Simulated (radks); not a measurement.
Results of a calculation; reference values are marked as such.
Excited configurations of K III: one electron is placed in a higher orbital outside [Ne] 3s2 3p4. The ground configuration is [Ne] 3s2 3p5. Code: a radial shooting solver on a logarithmic mesh with Libxc functionals. Model: non-relativistic Kohn-Sham, r2SCAN, spin-polarised, spherical densities, point nucleus; open shells are filled with parallel spins first; meta-GGA in the generalised Kohn-Sham scheme. Excitation = E - E(ground); binding = E(ion) - E, where the ion is the core of charge +3; n* = 3/sqrt(2 binding) in atomic units, and the quantum defect is n - n*.

| outer orbital | excitation (eV) | binding (eV) | n* | quantum defect | eigenvalue (eV) | <r> (bohr) |
|---|---|---|---|---|---|---|
| 4s | 26.222 | 19.686 | 2.494 | 1.506 | -17.116 | 3.210 |
| 5d | 39.540 | 6.367 | 4.385 | 0.615 | -5.428 | 8.767 |
| 6s | 39.775 | 6.132 | 4.469 | 1.531 | -5.350 | 10.14 |
| 6d | 41.652 | 4.255 | 5.364 | 0.636 | -3.674 | 13.64 |
| 6f | 42.373 | 3.534 | 5.886 | 0.114 | -3.020 | 15.50 |
| 7p | 42.202 | 3.705 | 5.749 | 1.251 | -3.238 | 16.56 |
| 7f | 43.294 | 2.613 | 6.845 | 0.155 | -2.257 | 21.82 |

Estimate the row for 3d.

Answer. excitation (eV) 22.372; binding (eV) 23.535; n* 2.281; quantum defect 0.719; eigenvalue (eV) -17.523; <r> (bohr) 1.722. The Delta-SCF ionisation energy is 45.907 eV (NIST Atomic Spectra Database: 45.803 eV, semi-empirical). Self-interaction in the functional shifts the binding energies and quantum defects, so they are the method's values and not measured ones. Open shells are spherical and high-spin; term and fine-structure splittings are not resolved.
